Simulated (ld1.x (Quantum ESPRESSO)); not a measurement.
**Reading a pseudo-wave (Ag)**

Columns: radius, all-electron u(r) and pseudo u(r) of the 4d shell (level -11.38 eV) of silver in the configuration [Kr] 4d10 5s0.5 5p0; PBEsol, scalar-relativistic, TM scheme, ld1.x (Quantum ESPRESSO) 7.5.

| r (bohr) | all-electron | pseudo |
| --- | --- | --- |
| 0.180 | 0.4244 | -0.0287 |
| 0.360 | 0.2120 | -0.1907 |
| 0.540 | -0.3211 | -0.4709 |
| 0.720 | -0.6986 | -0.7317 |
| 0.900 | -0.8676 | -0.8720 |
| 1.080 | -0.8953 | -0.8954 |
| 1.260 | -0.8490 | -0.8490 |
| 1.440 | -0.7713 | -0.7713 |
| 1.620 | -0.6846 | -0.6846 |
| 1.800 | -0.5997 | -0.5997 |
| 1.980 | -0.5214 | -0.5214 |
| 2.160 | -0.4512 | -0.4512 |
| 2.340 | -0.3893 | -0.3893 |
| 2.520 | -0.3353 | -0.3353 |
| 2.700 | -0.2884 | -0.2884 |
| 2.880 | -0.2478 | -0.2478 |
| 3.060 | -0.2127 | -0.2127 |
| 3.240 | -0.1825 | -0.1825 |
| 3.420 | -0.1566 | -0.1566 |
| 3.600 | -0.1343 | -0.1343 |
| 3.780 | -0.1151 | -0.1151 |
| 3.960 | -0.0987 | -0.0987 |
| 4.140 | -0.0846 | -0.0846 |
| 4.320 | -0.0725 | -0.0725 |
| 4.500 | -0.0621 | -0.0621 |
| 4.680 | -0.0532 | -0.0532 |

(1) How many radial nodes do the two functions have?

(2) At about which radius was the pseudo-wave matched?

(3) Where does each function peak?

(4) Is the pseudo-wave norm-conserving?

## Answers

(1) The all-electron 4d function has n − l − 1 = 1; the pseudo-wave has 0, since the states of the same l below it are removed with the core.

(2) 1.25 bohr, where the columns begin to agree (steps of 0.18 bohr).

(3) Outermost all-electron maximum near 1.08 bohr, pseudo maximum near 1.08 bohr (to the table’s step).

(4) Yes: the TM scheme keeps the norm inside the radius equal to the all-electron one, which fixes the energy derivative of the logarithmic derivative at the level.
